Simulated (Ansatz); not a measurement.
Relaxation of CH₂BFN (6 atoms, charge -1, multiplicity 1), to a largest force component of 0.02 eV/Å in at most 40 steps.

Level of theory: RKS LDA/def2-SVP in Ansatz 0.2.0.

```xyz
6
Properties=species:S:1:pos:R:3:forces:R:3
C 0.263 1.222 -1.129 -0.04 -0.11 0.06
N 0.141 0.294 -0.272 -0.07 1.33 -1.15
B 0.116 -0.624 0.686 0.22 -2.19 0.22
F 0.244 -2.005 0.394 -0.10 0.74 0.08
H -0.789 1.505 -1.538 0.08 -0.07 0.03
H 0.024 -0.392 1.860 -0.09 0.30 0.77
```

Problem. Where does it end, and by what steps?

Solution. It converged. Limits of this set-up: an anion without diffuse functions, the dipole of an ion depends on the origin. After 7 steps the energy has fallen by 0.059 eV; H6 moved furthest, 0.04 Å.

| step | energy less start (eV) | largest force component (eV/Å) | accepted |
| --- | --- | --- | --- |
| 0 | 0.0000 | 2.195 | yes |
| 1 | -0.0357 | 1.108 | yes |
| 2 | -0.0483 | 0.794 | yes |
| 3 | -0.0550 | 0.371 | yes |
| 4 | -0.0558 | 0.171 | yes |
| 5 | -0.0590 | 0.094 | yes |
| 6 | -0.0593 | 0.045 | yes |
| 7 | -0.0594 | 0.012 | yes |

```xyz
6
Properties=species:S:1:pos:R:3
C 0.262 1.224 -1.135
N 0.130 0.312 -0.267
B 0.125 -0.652 0.691
F 0.243 -1.994 0.372
H -0.784 1.500 -1.557
H 0.023 -0.389 1.896
```

Run time: 11 s on 1 CPU thread of a shared host.
